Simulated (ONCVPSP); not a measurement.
## Varying the ONCV potential for Ce (Z = 58)

Base potential:

- Element: Ce (Z = 58)
- Generator: ONCVPSP 4.0.1
- Type: optimised norm-conserving Vanderbilt (ONCV)
- Functional: LDA (Perdew-Wang 92)
- Relativity: scalar-relativistic
- Frozen core: [Kr] 4d10 4f1
- Valence charge: 11
- Reference configuration: 5s2 5p6 5d1 6s1.5 (charge +0.5)
- Partial waves: 5s+6s: rc 2.30 bohr, ncon 4, nbas 7, qcut 6.5 1/bohr, 3 projectors, debl 1.2 Ha; 5p: rc 2.70 bohr, ncon 4, nbas 8, qcut 4.7 1/bohr, 2 projectors, debl 0.4 Ha; 5d: rc 3.30 bohr, ncon 4, nbas 9, qcut 3.8 1/bohr, 3 projectors, debl 1.2 Ha
- Local potential: polynomial inside 2.00 bohr (lpopt 5, dvloc0 6 Ha)
- Core correction: Teter function, fcfact 4, rcfact 1.35

In the p channel the program set the typed energies aside and used -0.961, 0.250 Ha.

All-electron outer shells of the reference configuration (LDA (PZ), scalar-relativistic, ld1.x):

```
shell  level (eV)  outermost node (bohr)  outermost maximum (bohr)
   5s      -43.58                   0.75                      1.37
   5p      -26.15                   0.81                      1.53
   4f       -8.47                      –                      0.71
   6s       -6.25                   1.81                      3.59
   5d       -5.86                   0.92                      2.18
```

Cutoffs, loose and tight: the cutoffs (Ha) at which the residual kinetic energy of the hardest occupied pseudo-wave falls to 1 and 0.1 mHa per electron. They do not see the model core or the augmentation charge, which bear on the density cutoff. Test errors are all-electron minus pseudo excitation energies from the reference, over the configurations 5s2 5p6 5d1 6s2; 5s2 5p6 5d1 6s1; 5s2 5p6 5d1 6s0; 5s2 5p6 5d2 6s1. A dash means not determined; rows that change the core or the reference have their own tests.

A true bound ghost makes a file unfit for plane-wave use even where its test errors are small: the radial tests pick states by their node count and pass the ghost by.

| change | outcome | cutoff, loose | cutoff, tight | bound ghosts | GHOST(+) flags above zero | largest test error (meV) |
| --- | --- | --- | --- | --- | --- | --- |
| base | generated, projector energies reset by the program | 12 Ha | 15 Ha | s | none | -2.4 |
| fully relativistic | generated, projector energies reset by the program | 12 Ha | 15 Ha | s | none | -1.0 |
| reference 5s2 5p6 5d1; wave 5s+6s: rc 2.30 bohr, ncon 4, nbas 7, qcut 6.5 1/bohr, 3 projectors, debl 1.2 Ha becomes 5s: rc 2.30 bohr, ncon 4, nbas 7, qcut 6.5 1/bohr, 3 projectors, debl 1.2 Ha | generated, projector energies reset by the program | 12 Ha | 15 Ha | s | none | +9.7 |
| core correction Teter function, fcfact 4, rcfact 1.28 | generated, projector energies reset by the program | 12 Ha | 15 Ha | s | none | -2.2 |
| s: debl 0.55 | generated, projector energies reset by the program | 12 Ha | 15 Ha | s | none | -2.4 |
| s: rc 2.16 | generated, projector energies reset by the program | 13 Ha | 15 Ha | s | none | -2.1 |
| core correction Teter function, fcfact 7.5, rcfact 1.35 | generated, projector energies reset by the program | 12 Ha | 15 Ha | s | none | -2.7 |
| core [Kr] 4d10, valence charge 12; reference 4f1 5s2 5p6 5d1 6s1.5 6p0.5; waves now 5s+6s: rc 2.70 bohr, ncon 4, nbas 7, qcut 4.6 1/bohr, 2 projectors; 5p+6p: rc 2.40 bohr, ncon 4, nbas 8, qcut 6.4 1/bohr, 2 projectors; 5d: rc 2.70 bohr, ncon 4, nbas 7, qcut 3 1/bohr, 1 projector; 4f: rc 1.90 bohr, ncon 4, nbas 8, qcut 8.2 1/bohr, 2 projectors, debl 0.5 Ha; local potential polynomial inside 1.85 bohr (lpopt 5, dvloc0 0 Ha) | generated | 31 Ha | 43 Ha | none | none | -6.9 over the solved tests; 1 of 4 tests not solved or not reliable |
| d: ncon 3, nbas 8 | generated, projector energies reset by the program | 12 Ha | 15 Ha | s | none | -2.5 |
| p: rc 3.02 | generated, projector energies reset by the program | 12 Ha | 15 Ha | s | none | -2.3 |

Problem. What comes out with this change to the base: local potential polynomial inside 2.00 bohr (lpopt 5, dvloc0 3 Ha)?

Solution. outcome: generated, projector energies reset by the program; cutoff, loose: 12 Ha; cutoff, tight: 15 Ha; bound ghosts: none; GHOST(+) flags above zero: s; largest test error (meV): -2.3.

Problem. What comes out with this change to the base: all radii but the core radius scaled by about 1.17 (s 2.68, p 3.16, d 3.86 bohr); local potential polynomial inside 2.34 bohr (lpopt 5, dvloc0 6 Ha)?

Solution. outcome: generated, projector energies reset by the program; cutoff, loose: 10.0 Ha; cutoff, tight: 12 Ha; bound ghosts: none; GHOST(+) flags above zero: s; largest test error (meV): -4.8.
